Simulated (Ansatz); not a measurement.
A nudged elastic band was laid between two geometries of C2H8Si + FH (13 atoms, charge 0, multiplicity 1).

The calculation used RKS LDA/def2-mTZVP in Ansatz.

* movable images: 6
* climbing image: no
* spring: 5.0 eV/Å²
* optimiser: quadratic models (default)
* start path: through a guess of the saddle point
* force threshold: 0.05 eV/Å
* iteration limit: 60
* end points: relaxed

Image 0:

```xyz
13
Properties=species:S:1:pos:R:3
Si -0.022 0.023 0.552
H 1.493 -0.146 0.538
C -0.758 -1.680 0.680
C -0.513 0.939 -0.988
H -0.308 0.832 1.781
H 2.169 0.997 -0.144
F 2.536 1.770 -0.577
H -0.488 -2.298 -0.192
H -1.859 -1.630 0.724
H -0.412 -2.206 1.583
H 0.028 1.896 -1.065
H -0.269 0.355 -1.890
H -1.595 1.147 -1.003
```

Image 7:

```xyz
13
Properties=species:S:1:pos:R:3
Si 0.003 0.426 0.019
H 2.702 -0.479 2.105
C -0.383 -1.346 0.387
C -1.074 1.147 -1.302
H -0.052 1.256 1.266
H 2.589 -0.228 1.386
F 1.538 0.498 -0.507
H -0.297 -1.971 -0.517
H -1.408 -1.459 0.777
H 0.308 -1.753 1.143
H -0.775 2.179 -1.542
H -1.019 0.556 -2.231
H -2.130 1.173 -0.984
```

(1) Which bonds break or form, and what moves?

(2) Give the energies along the band, and the barrier.

(3) What is the geometry of the highest image?

Answers

(1) Bonds broken: Si1–H2, H6–F7. Bonds formed: Si1–F7, H2–H6. C2H8Si + FH becomes C2H7FSi + H2.

(2) The forces met the threshold. The highest image is number 1 of 0 to 7, 0.055 eV above the first end and 1.099 eV above the last; the last end lies 1.044 eV below the first. No image climbed, so the highest image needn't sit at the top of the path. A band with more images between the same ends climbed to 1.08 eV, so this one has probably stepped over the top. The orbitals stay closed-shell, which can raise the energy where a bond breaks towards radicals; this wasn't checked here.

```
image  path coordinate (Å)  energy (eV)  Si1–H2 (Å)  H6–F7 (Å)  Si1–F7 (Å)
    0                 0.00        0.000        1.53       0.96        3.30
    1                 2.15        0.055        1.53       0.96        3.25
    2                 4.31        0.053        1.52       0.96        3.27
    3                 6.47       -0.144        2.42       1.72        1.69
    4                 8.62       -1.017        3.93       2.33        1.62
    5                10.78       -1.037        3.79       2.28        1.62
    6                12.94       -1.048        3.87       2.24        1.62
    7                15.10       -1.044        3.53       2.28        1.62
```

(3) 
```xyz
13
Properties=species:S:1:pos:R:3
Si 0.047 0.023 0.511
H 1.524 -0.325 0.351
C -0.856 -1.583 0.772
C -0.527 0.940 -1.008
H -0.007 0.883 1.737
H 2.291 0.812 -0.223
F 2.654 1.608 -0.616
H -0.728 -2.251 -0.094
H -1.937 -1.404 0.895
H -0.503 -2.119 1.667
H -1.139 1.815 -0.736
H 0.323 1.309 -1.603
H -1.139 0.290 -1.654
```

Run time: 4.5 min on 2 threads of AMD EPYC 9R14 (Zen 4) (shared host), peak memory 0.22 GiB.
